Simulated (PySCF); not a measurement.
**RbZn⁺: one state, many levels of theory**

State: ¹Σ⁺ (singlet), closed shell. Set-up: PySCF, scalar-relativistic core potentials, basis sets Rb def2-SVP with ECP28, Zn def2-SVP. De refers to Rb⁺ + Zn in their ground configurations, without counterpoise correction. A positive dipole points towards Zn; it is taken about the centre of mass and depends on that origin.

```tsv
Level	Re (Å)	ωe (cm⁻¹)	De (eV)	μ (D)
RHF-MP2	3.702	57.2	0.218	n/a
RHF-SCS-MP2	3.750	54.3	0.199	n/a
RHF-CCSD	3.754	54.2	0.197	n/a
RHF-CCSD(T)	3.735	55.1	0.202	n/a
PBE	3.642	61.3	0.237	-5.17
revPBE	3.755	53.9	0.206	-5.43
BP86	3.671	57.4	0.185	-5.39
r²SCAN	3.685	58.6	0.199	-5.41
r²SCANh	3.693	58.7	0.196	-5.42
PBE0	3.682	60.1	0.213	-5.30
ωB97X	3.661	61.8	0.194	-5.54
```

(1) Which functional lies closest to RHF-CCSD(T) in De, which farthest, and by how much do they differ from it?

(2) What does a quarter of exact exchange do here, going from PBE to PBE0?

(3) What does the step from GGA to meta-GGA do here, going from PBE to r²SCAN?

Correlated steps freeze 5 core orbitals. Closed-shell solutions of metal pairs were not tested for spin polarisation, which can lower them a little. The bond is weak. Basis-set superposition, not corrected here, can be much of De in a small basis, most of all at correlated wavefunction levels. For an ion De counts to the pair picked by the measured ionisation energies or electron affinities, which need not be the lowest pair at this level.

The whole job (state search and all levels along the bond) took about 1.8 min on 1 thread of Intel Xeon Platinum 8488C (shared host), peak memory 0.68 GiB.

Answers

(1) Closest is r²SCAN (-5.0 pm in Re, +6.4 % in ωe, -0.00 eV in De against RHF-CCSD(T) in the same basis), farthest PBE (-9.3 pm in Re, +11.3 % in ωe, +0.03 eV in De). CCSD(T) converges more slowly with the basis than the functionals do and binds too weakly in this one, so the order can change at the basis-set limit.

(2) PBE0 less PBE: +4.0 pm in Re, -2.0 % in ωe, -0.02 eV in De. Exact exchange removes part of the self-interaction that spreads semilocal densities, and in most molecules shortens and stiffens the bond and lowers De; here Re goes the other way.

(3) r²SCAN less PBE: +4.3 pm in Re, -4.4 % in ωe, -0.04 eV in De.
